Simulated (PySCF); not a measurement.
Constitutional and geometric isomers with formula C3H2F2. Gas-phase values, no solvent. Strings in code marks are SMILES.

These are PBE-D3(BJ)/def2-TZVP (PySCF) values and carry that method's errors. Delta-SCF ions had no search for a lower state. Excitations are Tamm–Dancoff values on a coarser integration grid. The basis has no diffuse functions, so Rydberg states are missing or too high.

```json
[
 {"species": "`C(=CF)=CF`", "vertical ionisation energy (Delta-SCF) (eV)": "?", "HOMO (eV)": "-6.94", "S1–T1 gap (TDA) (eV)": "–"},
 {"species": "`C#CC(F)F`", "vertical ionisation energy (Delta-SCF) (eV)": "?", "HOMO (eV)": "-7.63", "S1–T1 gap (TDA) (eV)": "1.19"},
 {"species": "`FC1=C[C@@H]1F`", "vertical ionisation energy (Delta-SCF) (eV)": "10.81", "HOMO (eV)": "-7.24", "S1–T1 gap (TDA) (eV)": "1.39"},
 {"species": "`FCC#CF`", "vertical ionisation energy (Delta-SCF) (eV)": "10.30", "HOMO (eV)": "-6.76", "S1–T1 gap (TDA) (eV)": "0.58"}
]
```

Task: Complete the blanks.

Result: 
- `C(=CF)=CF`, vertical ionisation energy (Delta-SCF) (eV): 10.37
- `C#CC(F)F`, vertical ionisation energy (Delta-SCF) (eV): 11.28
